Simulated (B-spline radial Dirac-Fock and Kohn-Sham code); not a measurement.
**Scattering functions of Sc**

System: the free scandium atom in the configuration [Ar] 3d1 4s1 4p1 (an excited configuration).

Input of the calculation (task.json; shells as n, l, electrons):

```json
{"items": [{
  "Z": 21,
  "q": 0,
  "cfg": [[1, 0, 2], [2, 0, 2], [2, 1, 6], [3, 0, 2], [3, 1, 6], [3, 2, 1], [4, 0, 1], [4, 1, 1]],
  "A": 45,
  "rrms": 3.5459,
  "do": ["scatter"],
  "s": [0.0, 0.05, 0.1, 0.15, 0.2, 0.25, 0.3, 0.35, 0.4, 0.45, 0.5, 0.6, 0.7, 0.8, 0.9, 1.0, 1.1, 1.2, 1.4, 1.6, 1.8, 2.0, 2.5, 3.0, 3.5, 4.0, 5.0, 6.0],
  "pz": [0, 0.1, 0.14, 0.19, 0.26, 0.36, 0.49, 0.68, 0.94, 1.3, 1.8, 2.4, 3.4, 4.6, 6.4, 8.8, 12.0, 17.0, 23.0, 31.0, 43.0],
  "hv_scatter": [1000, 2000, 10000, 17479.3, 20000, 30000, 500000, 1000000]
}]}
```

Run with: `python xray_run.py task.json out`

Method: configuration-average Dirac-Fock orbitals. Computed with an atomic code on a B-spline grid. f₀ is the Fourier transform of the spherical electron density, S the Waller-Hartree incoherent function, and s = sin θ/λ. The electron scattering factor follows from the Mott-Bethe formula f_e = 0.023934 Å⁻¹·(Z − f₀)/s².

```
s (Å⁻¹)      f₀       S  f_e (Å)
      0  21.000   0.000        –
   0.05  20.005   1.371    9.524
    0.1  18.218   3.105    6.658
   0.15  16.618   4.485    4.661
    0.2  15.162   5.800    3.493
   0.25  13.761   7.043    2.772
    0.3  12.439   8.171    2.277
   0.35  11.248   9.179    1.905
    0.4  10.223  10.075    1.612
   0.45   9.372  10.866    1.374
    0.5   8.682  11.555    1.179
    0.6   7.679  12.671    0.886
    0.7   6.996  13.529    0.684
    0.8   6.461  14.238    0.544
    0.9   5.976  14.865    0.444
      1   5.502  15.439    0.371
    1.1   5.031  15.967    0.316
    1.2   4.570  16.448    0.273
    1.4   3.722  17.269    0.211
    1.6   3.022  17.908    0.168
    1.8   2.484  18.396    0.137
      2   2.091  18.768    0.113
    2.5   1.533  19.385    0.075
      3   1.280  19.783    0.052
    3.5   1.125  20.081    0.039
      4   0.998  20.314    0.030
      5   0.769  20.631    0.019
      6   0.576  20.806    0.014
```

f₀ starts at the number of electrons, 21, and has fallen to half at s ≈ 0.39 Å⁻¹. The sum of ⟨r²⟩ over the electrons is 63.65 bohr². It fixes the forward electron scattering factor, f_e(0) = (a₀/3)Σ⟨r²⟩ = 11.227 Å.
